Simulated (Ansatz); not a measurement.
Reactions of GeH7NO2Si (`O[SiH2][NH][GeH2][OH]`).

Program: Ansatz. Geometries: PBE0-D4/def2-TZVP. ΔE: electronic, gas phase. CBS: MP2 limit from def2 TZ/QZ plus the TZ coupled-cluster correction, frozen cores. This one scheme is used for every species. DFT in def2-TZVPP. For Ge, Zn outer-core shells are correlated without core-valence functions, which leaves a few kJ/mol of doubt a bond. Scalar relativity is left out up to krypton. One conformer a species, not always the lowest.

| reaction | CCSD(T)/CBS(def2) (kJ/mol) |
| --- | --- |
| `O[SiH2][NH][GeH2][OH]` + `O[SiH](F)F` → `O[SiH2]O[SiH](F)F` + `[NH2][GeH2][OH]` | -40 |
| `O[SiH2][NH][GeH2][OH]` + `[NH2][ZnH]` → `O[SiH2][NH][ZnH]` + `[NH2][GeH2][OH]` | -3 |
| `O[SiH2][NH][GeH2][OH]` + `N[Si](O)(Cl)Cl` → `O[SiH2]N[Si](O)(Cl)Cl` + `[NH2][GeH2][OH]` | 10 |
| `O[SiH2][NH][GeH2][OH]` + `F[Si](S)(Cl)Cl` → `O[SiH2]S[Si](F)(Cl)Cl` + `[NH2][GeH2][OH]` | 10 |
| `O[SiH2][NH][GeH2][OH]` + `PS` → `O[SiH2]PS` + `[NH2][GeH2][OH]` | ? |

Fill in the missing values. (Estimate.)

Ansatz gave: `O[SiH2][NH][GeH2][OH]` + `PS` → `O[SiH2]PS` + `[NH2][GeH2][OH]`: +64.2 kJ/mol.

Largest T1 diagnostic: 0.016, for `[NH2][ZnH]`.
